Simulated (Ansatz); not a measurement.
Reaction (substitution at a C–C bond): `C/C([SiH3])=C\N` + `[CH3][Zr]([OH])([I])[I]` → `C[O][Zr]([CH3])([I])[I]` + `N/C=C/[SiH3]`

Gas-phase electronic energies from Ansatz, PBE0-D4/def2-TZVP geometries. CBS: MP2 limit from def2 TZ/QZ plus the TZ coupled-cluster correction, frozen cores. Double bonds are as drawn, so ΔE can hold a change between cis and trans. Functionals use def2-TZVPP. B3LYP here is the variant with VWN-RPA as its local correlation; programs differ in this. def2 core potentials past Kr. For I, Zr outer-core shells are correlated without core-valence functions, which leaves a few kJ/mol of doubt a bond. One conformer a species, not always the lowest.

| level | ΔE (kcal/mol) | difference from CCSD(T)/CBS |
| --- | --- | --- |
| PBE-D4 | 9.5 | -0.6 |
| r2SCAN-D4 | 9.4 | -0.7 |
| ωB97X-V | 9.1 | -1.0 |
| ωB97M-V | 10.0 | -0.1 |
| PBE | 8.7 | -1.4 |
| r2SCAN | 9.3 | -0.8 |
| PBE0 | 9.2 | -0.9 |
| B3LYP | 7.1 | -3.0 |
| MP2/def2-TZVPP | 10.3 | 0.2 |
| CCSD/def2-TZVPP | 8.8 | -1.3 |
| CCSD(T)/def2-TZVPP | 9.0 | -1.1 |
| HF/def2-QZVPP | 5.5 | -4.6 |
| SCS-MP2/def2-QZVPP | 9.5 | -0.6 |
| HF/CBS(def2) | 5.5 | -4.6 |
| MP2/CBS(def2) | 11.5 | 1.4 |
| CCSD/CBS(def2) | 10.0 | -0.1 |
| CCSD(T)/CBS | 10.1 | 0 |

Largest T1 diagnostic among the species: 0.014.

The D4 term adds +1.3 kcal/mol with B3LYP and +0.6 kcal/mol with PBE0; it sums over pairs of atoms, weighted by their polarisabilities, and B3LYP, whose exchange is more repulsive, gets the larger term. In def2-TZVPP, CCSD(T) changes the Hartree–Fock value by +3.4 kcal/mol (the triples alone add +0.2 kcal/mol) and MP2 by +4.8 kcal/mol.
